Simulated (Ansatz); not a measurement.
`[SiH3][SnH2][SH]` + `C[CH2][Ga]([OH])[OH]` → `C[CH2][SnH2][SiH3]` + `[OH][Ga]([OH])[SH]`  (redistribution)

Gas-phase electronic energies from Ansatz, PBE0-D4/def2-TZVP geometries. CBS: MP2 limit from def2 TZ/QZ plus the TZ coupled-cluster correction, frozen cores. DFT in def2-TZVPP. Elements past krypton have def2 core potentials. For Ga, Sn outer-core shells are correlated without core-valence functions, which leaves a few kJ/mol of doubt a bond. Scalar relativity is left out up to krypton. Each species was taken in one conformer, which may not be the lowest.

```tsv
level	ΔE (eV)
PBE0-D4	-0.14
MP2/CBS(def2)	-0.13
```

What does CCSD(T)/CBS give? (Best estimate.)

The calculation gave: -0.13 eV. The listed levels differ from it by -0.01, 0.00 eV.

Largest T1 diagnostic among the species: 0.014.

In def2-TZVPP, CCSD(T) changes the Hartree–Fock value by −0.07 eV (the triples alone add −0.01 eV) and MP2 by −0.07 eV.
